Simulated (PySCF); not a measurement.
Q: Write a Z-matrix for `[GeH3][O][GeH2][Br]` as optimised with PBE0-D3(BJ)/def2-SVP.

A: 
Z-matrix in Å and degrees, rows numbered from 1:
```
Ge
O   1  1.7911
Ge  2  1.7566  1  128.68
Br  3  2.3161  2  107.68  1   -39.78
H   1  1.5413  2  108.86  3   -38.61
H   1  1.5349  2  104.87  3  -157.88
H   1  1.5368  2  108.83  3    82.50
H   3  1.5363  2  110.90  1    76.30
H   3  1.5310  2  107.94  1  -156.78
```

Ge3 (germanium bonded to Br, O and 2 H) is distorted tetrahedral (angles from 106.4° to 115.1°). Ge1 (germanium bonded to O and 3 H) is distorted tetrahedral (angles from 104.9° to 111.7°). The Ge–O distances run from 1.757 Å (O2–Ge3, drawn single) to 1.791 Å (Ge1–O2, drawn single), a spread of 0.034 Å.

Method: PBE0-D3(BJ)/def2-SVP geometry optimisation, gas phase in PySCF 2.14.0.

Point group: C1 (no symmetry element, even within 0.4 Å). Not checked by PBE0-D3(BJ)/def2-SVP frequencies. One conformer, not necessarily the lowest (Ge1–O2–Ge3–Br4 -40°).
